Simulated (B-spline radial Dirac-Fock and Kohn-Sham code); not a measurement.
## The free strontium atom: differential elastic cross section for positrons at 206 eV

Calculated with a radial B-spline solver, using relativistic (Dirac) partial waves in the static field of the Dirac-Fock atom, without polarisation or absorption potentials. Below a few hundred eV the neglected polarisation potential matters, most of all at small angles.

```
θ (°)  dσ/dΩ (Å²/sr)
    0           59.6
   10           14.3
   20           2.32
   30          0.734
   40          0.332
   50          0.190
   60          0.122
   70         0.0840
   80         0.0610
   90         0.0464
  100         0.0368
  110         0.0302
  120         0.0256
  130         0.0224
  140         0.0201
  150         0.0185
  160         0.0174
  170         0.0168
  180         0.0166
```

Task: What integrated cross sections go with this distribution?

Result: The total elastic cross section is 6.08 Å², the first transport cross section 0.697 Å² and the second, weighted with (3/2) sin²θ, 1.28 Å². The mean deflection is ⟨1 − cos θ⟩ = 0.115, and 2.8 % of the collisions scatter beyond 90°.
